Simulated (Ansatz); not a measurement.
Consider the hydrogenolysis of the Si–C bond: `N#C[SiH](C#N)C#N` + H₂ → `N#C[SiH2]C#N` + `C#N`.

Calculated with Ansatz (gas phase, PBE0-D4/def2-TZVP geometries, no zero-point term in ΔE). CBS: MP2 limit from def2 TZ/QZ plus the TZ coupled-cluster correction, frozen cores. This one scheme is used for every species.

`N#C[SiH](C#N)C#N`:

```xyz
8

N    -2.169   -0.112   -1.859
C    -1.380    0.032   -1.034
Si   -0.152    0.290    0.299
C     1.399    0.898   -0.460
N     2.373    1.305   -0.918
C     0.190   -1.328    1.083
N     0.396   -2.336    1.600
H    -0.656    1.251    1.290
```

H₂:

```xyz
2

H     0.152   -0.180   -0.289
H    -0.152    0.180    0.289
```

`N#C[SiH2]C#N`:

```xyz
7

N    -2.070   -0.002    1.718
C    -1.120    0.141    1.084
Si    0.409    0.403    0.096
C     0.403   -0.848   -1.252
N     0.422   -1.620   -2.106
H     0.373    1.751   -0.498
H     1.583    0.174    0.958
```

`C#N`:

```xyz
3

C    -0.012   -0.012    0.020
N     0.524    0.509   -0.849
H    -0.512   -0.497    0.829
```

```
           species  CCSD(T)/CBS(def2) energy (Eh)
`N#C[SiH](C#N)C#N`                     -567.90600
                H₂                       -1.17544
    `N#C[SiH2]C#N`                     -475.76279
             `C#N`                      -93.32098
```

**Question.** Work out ΔE.

**Answer.** ΔE = (-475.76279) + (-93.32098) − (-567.90600) − (-1.17544) = -0.00233 Eh = -6.1 kJ/mol.

Largest T1 diagnostic among the species: 0.015.

From PBE to PBE0 (25 % exact exchange), in def2-TZVPP and without D4, ΔE moves by −4.7 kJ/mol. In def2-TZVPP, CCSD(T) changes the Hartree–Fock value by +21.5 kJ/mol (the triples alone add +5.4 kJ/mol) and MP2 by +30.1 kJ/mol.
